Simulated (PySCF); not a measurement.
**Magnetic susceptibility: SMILES C=CP(=[Se])(C=C)CP, C5H10P2Se**

Molfile (atoms numbered from 1):
```
C5H10P2Se
     RDKit          3D

 18 17  0  0  0  0  0  0  0  0999 V2000
   -2.2414   -1.6702    0.2484 C   0  0  0  0  0  0  0  0  0  0  0  0
   -0.9226   -1.7172    0.3510 C   0  0  0  0  0  0  0  0  0  0  0  0
    0.0959   -0.2291    0.5133 P   0  0  0  0  0  5  0  0  0  0  0  0
    0.6014    0.1867    2.4990 Se  0  0  0  0  0  2  0  0  0  0  0  0
   -0.7894    1.0740   -0.3845 C   0  0  0  0  0  0  0  0  0  0  0  0
   -1.0945    2.2163    0.2059 C   0  0  0  0  0  0  0  0  0  0  0  0
    1.5564   -0.5920   -0.5579 C   0  0  0  0  0  0  0  0  0  0  0  0
    2.4062    1.0268   -0.9346 P   0  0  0  0  0  0  0  0  0  0  0  0
   -2.8471   -2.5621    0.2394 H   0  0  0  0  0  0  0  0  0  0  0  0
   -2.7645   -0.7302    0.1621 H   0  0  0  0  0  0  0  0  0  0  0  0
   -0.3857   -2.6508    0.4766 H   0  0  0  0  0  0  0  0  0  0  0  0
   -1.0266    0.8569   -1.4189 H   0  0  0  0  0  0  0  0  0  0  0  0
   -1.6061    3.0163   -0.3037 H   0  0  0  0  0  0  0  0  0  0  0  0
   -0.8308    2.3832    1.2405 H   0  0  0  0  0  0  0  0  0  0  0  0
    2.2139   -1.2815   -0.0208 H   0  0  0  0  0  0  0  0  0  0  0  0
    1.2193   -1.0532   -1.4916 H   0  0  0  0  0  0  0  0  0  0  0  0
    3.6427    0.4554   -1.2232 H   0  0  0  0  0  0  0  0  0  0  0  0
    2.7643    1.2769    0.3873 H   0  0  0  0  0  0  0  0  0  0  0  0
  1  2  2  0
  2  3  1  0
  3  4  2  0
  3  5  1  0
  5  6  2  0
  3  7  1  0
  7  8  1  0
  1  9  1  0
  1 10  1  0
  2 11  1  0
  5 12  1  0
  6 13  1  0
  6 14  1  0
  7 15  1  0
  7 16  1  0
  8 17  1  0
  8 18  1  0
M  END
```

Method: GIAO wB97X/def2-SVP magnetisability, rotational g tensor and spin-rotation constants, non-relativistic, gas phase in PySCF 2.14.0. Geometry: GFN2-xTB.

The calculation is non-relativistic, which matters for the atoms heavier than Zn.

(1) What are the magnetisability and the molar susceptibility?

(2) Split it along the inertial axes a, b, c into diamagnetic and paramagnetic parts about the centre of mass, with the quadrupole moment.

(3) And the rotational g tensor?

Results:

(1) Isotropic -1921 × 10⁻³⁰ J/T², or -115.7 × 10⁻⁶ cm³/mol; principal values -2128, -1908, -1727 × 10⁻³⁰ J/T², anisotropy 348 × 10⁻³⁰ J/T² (root of half the summed squared differences of the principal values). The susceptibility is in cgs units.

(2) 
| axis | χ (10⁻⁶ cm³/mol) | diamagnetic (10⁻⁶ cm³/mol) | paramagnetic (10⁻⁶ cm³/mol) | summed x² of all electrons (Å²) | quadrupole Θ (D Å) |
| --- | --- | --- | --- | --- | --- |
| a | -126.7 | -1294.8 | 1168.1 | 246.5 | -7.84 |
| b | -116.1 | -1534.0 | 1417.9 | 190.2 | +1.20 |
| c | -104.3 | -1852.7 | 1748.4 | 115.0 | +6.64 |

Anisotropies 2χaa − χbb − χcc = -33.0 and 2χbb − χaa − χcc = -1.1 × 10⁻⁶ cm³/mol. Θ is traceless in Buckingham's convention.

(3) 
```tsv
axis	rotational constant (GHz)	g	nuclear part	electronic part
a	1.0040	-0.0002	0.5507	-0.5509
b	0.8238	-0.0063	0.5424	-0.5488
c	0.6458	-0.0095	0.5210	-0.5305
```
Asymmetric top; isotopes 12C, 1H, 31P, 80Se; no vibrational averaging.
